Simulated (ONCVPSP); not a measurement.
Transferability test, ONCV potential for beryllium (Be)

| Property | Result |
| --- | --- |
| Element | beryllium (Be) |
| Generator | ONCVPSP 4.0.1 |
| Type | optimised norm-conserving Vanderbilt (ONCV) |
| Functional | PBEsol |
| Relativity | fully relativistic |
| Frozen core | none |
| Valence charge | 4 |
| Reference configuration | 1s2 2s1 (charge +1) |
| Partial waves | 1s+2s: rc 0.65 bohr, ncon 4, nbas 7, qcut 20.1 1/bohr, 2 projectors; p scattering state at 0.26 Ha: rc 0.55 bohr, ncon 4, nbas 8, qcut 14.5 1/bohr, 2 projectors, debl 2.8 Ha; d scattering state at 0.21 Ha: rc 0.55 bohr, ncon 4, nbas 8, qcut 17.2 1/bohr, local |
| Local potential | the d channel |
| Core correction | none |

Open shells are filled in proportion to 2j + 1.

Energies are relative to the spin-unpolarised reference configuration 1s2 2s1; without spin polarisation the order of configurations can differ from experiment. The d channel is local and has no spin–orbit splitting in the pseudo-atom.

Q: Give the all-electron excitation energy and the error of the potential for: 1s2 2s2; 1s2 2s0; 1s2 2s1.5; 1s1 2s2.

A:

```csv
valence configuration,charge,ΔE all-electron (eV),error AE − PS (meV)
1s2 2s2,0,-9.458,+0.1
1s2 2s0,+2,17.726,+1.0
1s2 2s1.5,+0.5,-5.736,0.0
1s1 2s2,+1,117.910,+403
```

Levels in the configuration 1s1 2s2:

| level | all-electron (eV) | pseudo (eV) |
| --- | --- | --- |
| 1s j=1/2 | -150.241 | -149.312 |
| 2s j=1/2 | -17.903 | -17.868 |
